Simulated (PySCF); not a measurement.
Al(Me)(H) (CH4Al), SMILES [CH3][AlH], multiplicity 2. Atoms are numbered in the order given.

```xyz
6

Al     0.1389     0.7785     0.0000
C     -0.0431    -1.1780     0.0000
H     -0.6181    -1.4876     0.8809
H     -0.6181    -1.4876    -0.8809
H      0.9032    -1.7212     0.0000
H     -1.2133     1.6439     0.0000
```
Charge 0, spin multiplicity 2.

Coordinates come from a ωB97X-D3(BJ)/def2-TZVP optimisation. The multiplicity is an assumed one; other spin states were not compared. The isomer is the one that the SMILES or the coordinates give; other isomers of the formula were not compared.

All values below come from PySCF with r2SCAN/def2-TZVPD.

Mulliken values depend strongly on the basis, most of all with diffuse functions as here. Atomic charges (e):

```csv
atom,meta-Löwdin,Mulliken,Mulliken spin
Al1,?,0.32,0.79
C2,?,-0.76,0.09
H3,?,0.18,0.01
H4,?,0.18,0.01
H5,?,0.23,-0.02
H6,?,-0.15,0.11
```

Complete the blanks. (Estimate from the structure and the level; the computed values follow.)


- Al1, meta-Löwdin: 0.41
- C2, meta-Löwdin: -0.66
- H3, meta-Löwdin: 0.13
- H4, meta-Löwdin: 0.13
- H5, meta-Löwdin: 0.13
- H6, meta-Löwdin: -0.15
